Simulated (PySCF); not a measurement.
C3H7AlO2, SMILES [CH3][Al]1[O]CC[O]1. Heavy atoms are numbered as in [CH3:1][Al:2]1[O:3][CH2:4][CH2:5][O:6]1. Hydrogens are named by the atom that carries them.

Coordinates come from a PBE0-D3(BJ)/def2-SVP optimisation. A frequency run showed that this geometry is not a minimum. The values are those of a single conformer.

All values below come from PBE/def2-TZVP run with PySCF.

ESP charges are fitted to the potential on shells at 1.4 to 2.0 van der Waals radii. Atomic charges (e), one atom of each kind:

```csv
atom,ESP fit,IAO
C1 (CH3),-1.02,-0.81
Al2,1.16,(withheld)
O3,-0.58,(withheld)
C4 (CH2),0.10,-0.08
H on C1,0.24,0.17
H on C4,0.03,(withheld)
```

Task: Some entries are withheld; supply them. (Estimate from the structure and the level; the computed values follow.)

Result: 
- Al2, IAO: 1.22
- O3, IAO: -0.64
- H on C4, IAO: 0.13
